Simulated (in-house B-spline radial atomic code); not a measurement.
Inner levels of lutetium as electrons are removed. A shift is the extra binding of the orbital against the neutral atom ([Xe] 4f14 5d1 6s2). The density at the nucleus is averaged over the nuclear charge. Computed with a radial B-spline atomic code at the basis-set limit: Dirac-Hartree-Fock, average of the configuration, finite nuclei.

```
  ion      configuration  shift of 3d5/2 (eV)  shift of 3s1/2 (eV)  shift of 4p1/2 (eV)  radius of 3d5/2 (bohr)  radius of 3s1/2 (bohr)  radius of 4p1/2 (bohr)  Σ<r²> (bohr²)  change of density at nucleus (bohr⁻³)
Lu31+           [Kr] 4d4              1168.02              1167.14              1028.57                 0.19181                 0.20997                  0.4393         3.6693                                 937.13
Lu32+           [Kr] 4d3              1229.96              1228.55              1077.58                 0.19153                 0.20977                 0.43678         3.3937                                1132.73
Lu33+           [Kr] 4d2              1292.83              1290.85              1127.16                 0.19123                 0.20956                 0.43427         3.1268                                1333.74
Lu34+           [Kr] 4d1              1356.61              1354.04              1177.32                 0.19093                 0.20934                 0.43179         2.8681                                1540.12
Lu35+  [Ar] 3d10 4s2 4p6              1421.32               1418.1              1228.04                 0.19061                 0.20911                 0.42932         2.6173                                1751.91
Lu36+  [Ar] 3d10 4s2 4p5              1486.65              1482.31              1280.34                  0.1903                  0.2089                 0.42662         2.3763                                1919.85
Lu37+  [Ar] 3d10 4s2 4p4              1552.69               1547.2               1333.1                 0.18999                  0.2087                 0.42417         2.1409                                2090.32
Lu38+  [Ar] 3d10 4s2 4p3              1619.43              1612.74              1386.34                 0.18967                 0.20848                 0.42175         1.9109                                2263.31
Lu39+  [Ar] 3d10 4s2 4p2              1686.87              1678.95              1440.04                 0.18934                 0.20826                 0.41936         1.6861                                2438.79
```
